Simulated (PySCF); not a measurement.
## Trend along the chalcogens: MB molecules

CCSD(T) with triple-zeta basis sets in PySCF, for the lowest determinant that a PBE0 search found; no spin–orbit coupling. De refers to high-spin ground-configuration atoms.

```
 M         basis  reference, frozen orbitals  state (unpaired electrons)  Re (Å)  ωe (cm⁻¹)  De (eV)
 O  x2c-TZVPPall                      UHF, 2               doublet (σ ↑)   1.213       1872     8.10
 S  x2c-TZVPPall                     ROHF, 6               doublet (σ ↑)   1.620       1172     5.57
Se    def2-TZVPP                    ROHF, 10               doublet (σ ↑)   1.754        970     4.80
Te    def2-TZVPP                     ROHF, 5               doublet (σ ↑)   1.959        816     3.82
```

Task: By what factor does the bond length vary along the series?

Result: At CCSD(T) it runs from 1.213 Å (BO) to 1.959 Å (BTe), a factor of 1.62.

The rows differ in basis set, which adds steps of its own.

Relativity is treated differently too: O spin-free X2C; S spin-free X2C; Se no relativity; Te scalar-relativistic core potentials.

Down a group bonds as a rule get longer and wavenumbers fall, partly through the reduced mass; this series shows no clear exception.

Correlated steps freeze the inner cores (2 to 10 orbitals); shallow outer-core shells are correlated. UHF and ROHF references stand side by side, which adds small steps between rows. Spin–orbit coupling is left out, which matters for elements this heavy, above all for dissociation energies. States were picked by a PBE0 search and need not be the measured ground states.
